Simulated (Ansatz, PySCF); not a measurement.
Complex: HCl (SMILES Cl) (first 2 atoms) with C2H4 (SMILES C=C); geometry from B3LYP-D3(BJ)/def2-TZVP.
(charge 0, multiplicity 1):
| atom | x (Å) | y (Å) | z (Å) |
|---|---|---|---|
| Cl | 0.3088 | -0.4808 | 0.0035 |
| H | 0.1925 | -0.2875 | 1.2773 |
| C | -0.5940 | 0.3638 | 3.4588 |
| C | 0.5624 | -0.2560 | 3.6597 |
| H | -1.5344 | -0.1739 | 3.4527 |
| H | -0.6456 | 1.4336 | 3.2966 |
| H | 1.5025 | 0.2822 | 3.6696 |
| H | 0.6137 | -1.3252 | 3.8259 |

Basis-set superposition error: the interaction energy with monomers in their own basis, and in the dimer's basis (counterpoise).

Programs: Ansatz (a first-principles code); PySCF for 6-31G* rows. Each number belongs to the level named beside it.

```tsv
level	uncorrected (kcal/mol)	counterpoise (kcal/mol)	difference
HF/6-31G*	-1.93	-1.09	0.84
HF/aug-cc-pV(D+d)Z	-0.88	-0.60	0.28
HF/aug-cc-pV(T+d)Z	-0.66	-0.58	0.08
SVWN5/def2-TZVPPD	-5.78	-5.61	0.17
B3LYP/6-31G*	-3.52	-2.75	0.77
BHLYP/def2-TZVPPD	-2.31	-2.21	0.09
B2PLYP/def2-TZVPPD	-2.67	-2.41	0.26
MP2/6-31G*	-3.47	-2.10	1.37
SCS-MP2/aug-cc-pV(T+d)Z	-3.20	-2.58	0.62
SCS-MP2/aug-cc-pV(Q+d)Z	-3.05	-2.74	0.31
```

The error is largest for MP2/6-31G* (1.37 kcal/mol) and smallest for HF/aug-cc-pV(T+d)Z (0.08 kcal/mol).
